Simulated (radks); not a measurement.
Problem. The gold anion Au-, [Hg], held by a Watson sphere: a shell of charge +1 at radius R that stands for the Madelung well of a crystal (potential energy -1/R inside, -1/r outside, in hartree with lengths in bohr). Method: scalar-relativistic Kohn-Sham, LDA (Slater exchange, Perdew-Wang correlation), spin-polarised, spherical densities, finite nucleus; Fermi nuclear charge, rms radius of each element as measured or else 0.836 A^(1/3) + 0.57 fm; computed with a radial shooting solver on a logarithmic mesh with Libxc functionals. Response by self-consistent Sternheimer equations with the Hartree and adiabatic LDA kernel, the relativistic mass of each level held fixed and spin-orbit coupling left out. The sphere does not respond.

R (bohr)  e(5p) (eV)  e(5d) (eV)  e(6s) (eV)  <r> 6s (bohr)  sum of <r^2> (bohr^2)  X-ray form factor at sin(theta)/lambda = 0.1 1/angstrom  alpha (bohr^3)
3.8          -59.141      -6.255      -5.895          2.979                  73.25                                                   75.448           54.86
5.33         -57.802      -4.869      -4.546          3.132                  76.38                                                   75.371           73.13
5.7          -57.544      -4.608      -4.284          3.155                  76.87                                                   75.362           76.96
6.22         -57.218      -4.280      -3.953          3.180                  77.42                                                   75.354           81.85

Estimate the row for R = 2.64 bohr.

Solution. e(5p) (eV) -60.497; e(5d) (eV) -7.741; e(6s) (eV) -7.057; <r> 6s (bohr) 2.797; sum of <r^2> (bohr^2) 69.26; X-ray form factor at sin(theta)/lambda = 0.1 1/angstrom 75.591; alpha (bohr^3) 40.99.
